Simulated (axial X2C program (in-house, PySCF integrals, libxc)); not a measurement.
## NiAs: from the spin-free to the two-component result

Calculated with an axial X2C code built on PySCF integrals. Spin-free means the one-electron spin-free X2C Hamiltonian; two-component (2c) means X2C with spin–orbit coupling and atomic mean-field two-electron Coulomb and Gaunt terms, so the difference of the two also holds small scalar two-electron terms. Basis: As dyall-cv3z [9s9p6d4f1g], Ni dyall-cv3z [9s9p6d3f2g] (cores contracted in-house); Gaussian nuclei, density fitting, unrestricted open shells. Masses: As 74.922 u, Ni 57.935 u.

Spin-free state: M_S = 3/2, Λ = 2 (beyond evenly filled blocks: π+α, π-α, δ+α, δ+β, δ-α); fragments As + Ni.

```tsv
level	Re (Å)	ωe (cm⁻¹)	De (eV)	μ (D)
PBE0	2.197	302.7	1.984	2.68
MP2	2.168	312.6	1.931	n/a
CCSD	2.214	289.0	1.450	n/a
CCSD(T)	2.188	306.4	n/a	n/a
M06	2.211	303.8	2.388	1.76
```

Correlated methods: 15 electrons correlated (number of frozen shells: As 3 s, 2 p, 1 d; Ni 3 s, 2 p), 283 virtual spin orbitals or spinors in MP2, 90 natural virtuals in coupled cluster.

Dipoles are positive if Ni is the positive end.

Two-component determinant lowest at the distance of the search:

Ω = 7/2 (⟨Sz⟩ = 1.50, ⟨Lz⟩ = 2.00 at HF); fragments As + Ni.

```tsv
level	Re (Å)	ωe (cm⁻¹)	De (eV)	μ (D)
PBE0	2.198	302.3	n/a	2.67
MP2	2.169	312.3	n/a	n/a
CCSD	2.215	288.7	1.404	n/a
CCSD(T)	2.189	305.9	n/a	n/a
M06	2.212	303.3	n/a	1.75
```

Problem. From the two tables, how do the constants change at the CCSD(T) level (2c against spin-free)?

Solution. At the CCSD(T) level Re rises by 0.001 Å and ωe drops by 0.5 cm⁻¹.

Occupations by symmetry block were frozen at the best pattern of an incomplete PBE0 search. De is counted from the lowest determinant-based energies of the atoms at the same level, without counterpoise correction. De is not given where an atomic determinant may have missed its ground term or J level, or where the truncated virtual space spoils (T). Density functionals use the spin component along the axis (collinear). CCSD and (T) use frozen natural virtuals with an MP2 correction for the truncation; (T) itself is uncorrected, so its De runs slightly low. PBE0 can misorder states that lie within some tenths of an eV, so this need not be the ground state of the molecule. The nearest other spin-free determinant of the search, M_S = 3/2, Λ = 0, lies 0.07 eV up at the distance of the search. Without a current term, density functionals place determinants with orbital angular momentum somewhat too high. With several unpaired electrons one determinant need not be a pure state. The T1 diagnostic is large, a sign of multireference character.
